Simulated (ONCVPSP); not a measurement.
## What one change does to a pseudopotential (antimony (Sb), ONCV)

antimony, optimised norm-conserving Vanderbilt (ONCV), made with ONCVPSP 4.0.1 (PBEsol, scalar-relativistic). Core [Ar] 3d10, reference 4s2 4p6 4d10 5s2 5p2.5 (charge +0.5). Waves: 4s+5s: rc 1.25 bohr, ncon 4, nbas 7, qcut 7.6 1/bohr, 2 projectors; 4p+5p: rc 1.55 bohr, ncon 5, nbas 10, qcut 7.1 1/bohr, 2 projectors; 4d: rc 1.45 bohr, ncon 4, nbas 8, qcut 10.3 1/bohr, 1 projector. Local part: polynomial inside 0.85 bohr (lpopt 5, dvloc0 0 Ha). Core correction: none.

Change: p: rc 2.28.

Cutoffs: the cutoffs (Ha) at which the residual kinetic energy of the hardest occupied pseudo-wave falls to 1 and 0.1 mHa per electron; they do not see the model core or the augmentation charge, which bear on the density cutoff. Errors are all-electron minus pseudo energies relative to the spin-unpolarised reference configuration.

Task: Predict the effect on cutoff, ghosts and configuration errors.

Result: The potential gets neither clearly harder nor softer (41 Ha and 82 Ha → 41 Ha and 82 Ha); the d channel sets the loose cutoff, while the largest relative change is in p, which becomes softer; the errors of the 4 common tests hardly move; neither file shows a bound ghost.

```tsv
quantity	base	changed
cutoff, loose	41 Ha	41 Ha
cutoff, tight	82 Ha	82 Ha
loose cutoff by channel	s 30 Ha, p 23 Ha, d 41 Ha	s 30 Ha, p 19 Ha, d 41 Ha
bound ghosts	none	none
GHOST(+) flags under 300 eV	s at 163.7 eV	s at 163.7 eV
error for 4s2 4p6 4d10 5s2 5p3, meV [ΔE -3.27 eV]	+0.7	+0.8
error for 4s2 4p6 4d10 5s2 5p2, meV [ΔE 5.07 eV]	-1.2	-1.3
error for 4s2 4p6 4d10 5s2 5p1, meV [ΔE 21.08 eV]	-4.9	-5.4
error for 4s2 4p6 4d10 5s1 5p3, meV [ΔE 13.84 eV]	-1.8	-1.9
s: phases at 1.27 bohr within 0.05 rad from the reference energy up to (Ha; the scan ends near 5)	to the end of the scan	to the end of the scan
d: phases at 1.47 bohr within 0.05 rad from the reference energy up to (Ha; the scan ends near 5)	to the end of the scan	to the end of the scan
```
